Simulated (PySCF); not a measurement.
Computed structure and properties of Ho(NH2)3

System: Ho(NH2)3 (singlet in the valence; each metal's 4f electrons, 10 of them, lie in its core potential, out of spins and levels); start: displaced along the imaginary mode (C1). Method: PySCF 2.14.0, RKS PBE0, Ho lcecp-1-SVP with ECP56, N def2-SVP, H def2-SVP; non-relativistic Hamiltonian with scalar-relativistic core potentials where named; density fitting; no spin-orbit coupling.

Input of the relaxation:

```python
mol = gto.M(atom='''
Ho    -0.00000    -0.00000    -0.00000
N      2.18998    -0.00003     0.00384
H      2.82200    -0.25001     0.80489
H      2.81337     0.24992    -0.80426
N     -1.09496     1.89659    -0.01390
H     -1.45714     2.39428     0.80343
H     -1.36047     2.48614    -0.80572
N     -1.09502    -1.89656     0.01006
H     -1.25419    -2.54252     0.80540
H     -1.56357    -2.33781    -0.80374''',
    basis={'Ho': 'lcecp-1-SVP', 'N': 'def2-SVP', 'H': 'def2-SVP'},
    ecp={'Ho': 'lcecp-1-SVP'},
    charge=0, spin=0)
mf = dft.RKS(mol, xc='PBE0')
mf.grids.atom_grid = (50, 194)  # f atoms: unpruned, at least (60, 302)
mf = mf.density_fit()  # fitting sets: Ho AutoAux, N def2-universal-JKFIT, H def2-universal-JKFIT
mf.conv_tol = 1e-08; mf.max_cycle = 55
mf.kernel(dm0)  # dm0: converged density of the start geometry
# quasi-Newton relaxation in Cartesian coordinates to a largest gradient under 0.00045 Eh/bohr, steps kept in the point group
```

Run from Python with OMP_NUM_THREADS=2; the lines above give its settings. Where DIIS fails, smearing, a level shift and second-order steps follow.
It took 4.6 min on 2 threads of Arm Neoverse V1, with other jobs on the host, from the converged density of the start.

Course of the relaxation:

| step | energy above end (eV) | largest force component within the symmetry (eV/Å) |
| --- | --- | --- |
| 0 | 0.8662 | 1.136 |
| 1 | 0.7509 | 0.158 |
| 2 | 0.6207 | 0.646 |
| 3 | 0.6090 | 1.474 |
| 4 | 0.4615 | 0.703 |
| 5 | 0.4406 | 0.962 |
| 6 | 0.4036 | 0.645 |
| 7 | 0.3641 | 0.403 |
| 41 | 0.0007 | 0.032 |
| 42 | 0.0005 | 0.036 |
| 43 | 0.0003 | 0.047 |
| 44 | 0.0001 | 0.032 |
| 45 | 0.0000 | 0.015 |
| 46 | 0.0000 | 0.012 |
(The steps between are left out.)

Relaxed geometry (nearly D3h):

```xyz
10

Ho   -0.0069    0.0034    0.0133
N     2.1552    0.0003   -0.0074
H     2.7737   -0.8065    0.0837
H     2.7767    0.8035   -0.1089
N    -1.0847    1.8655   -0.2163
H    -2.0956    2.0068   -0.2273
H    -0.6831    2.7963   -0.3352
N    -1.0778   -1.8636    0.2296
H    -0.6699   -2.7944    0.3238
H    -2.0875   -2.0113    0.2448
```

| contact | Å |
| --- | --- |
| Ho1–N2 (NH2) | 2.162 |
| Ho1–N5 (NH2) | 2.164 |
| Ho1–N8 (NH2) | 2.163 |

On the finer grid (75, 302):

```json
{
 "HOMO": "-6.07 eV",
 "LUMO": "-1.07 eV",
 "Dipole about the centre of mass": "0.04 D",
 "Set of Mulliken populations of Ho1 outside the core potential": "s 2.25, p 6.37, d 1.42, f 0.05",
 "D3(BJ) dispersion energy (not in the energies)": "-0.139 eV"
}
```

```json
{"atom": "Ho1", "Mulliken (e)": "0.90", "Löwdin (e)": "0.52", "spin (e)": "0.00"}
{"atom": "N2", "Mulliken (e)": "-0.54", "Löwdin (e)": "-0.31", "spin (e)": "0.00"}
{"atom": "H3", "Mulliken (e)": "0.12", "Löwdin (e)": "0.07", "spin (e)": "0.00"}
{"atom": "H4", "Mulliken (e)": "0.12", "Löwdin (e)": "0.07", "spin (e)": "0.00"}
{"atom": "N5", "Mulliken (e)": "-0.55", "Löwdin (e)": "-0.31", "spin (e)": "0.00"}
{"atom": "H6", "Mulliken (e)": "0.12", "Löwdin (e)": "0.07", "spin (e)": "0.00"}
{"atom": "H7", "Mulliken (e)": "0.12", "Löwdin (e)": "0.07", "spin (e)": "0.00"}
{"atom": "N8", "Mulliken (e)": "-0.55", "Löwdin (e)": "-0.31", "spin (e)": "0.00"}
{"atom": "H9", "Mulliken (e)": "0.12", "Löwdin (e)": "0.07", "spin (e)": "0.00"}
{"atom": "H10", "Mulliken (e)": "0.12", "Löwdin (e)": "0.07", "spin (e)": "0.00"}
```

The 4f levels lie in the core potential and are missing. Their spin isn't counted.

No frequency check is given for this geometry.

Taking off one NH2 (charge -1, singlet; the rest: singlet) in vacuum, both parts rigid, costs 10.75 eV; the small basis without counterpoise inflates it. Most of it is the attraction of opposite charges; other ways to part are cheaper, and one spin state was tried for the rest.

Rigid scan of NH2 along the line from its metal:

```
distance to N2 (Å)  energy (eV)
              1.86        1.052
              1.96        0.407
              2.06        0.089
              2.16        0.000
              2.26        0.067
              2.36        0.239
              2.56        0.762
              2.86        1.701
              3.26        2.895
              3.76        4.099
```

One start shape was tried, so this needn't be the lowest isomer.

An lcecp potential fixes the number of 4f electrons, so in runs with it no electron can move into or out of that shell.
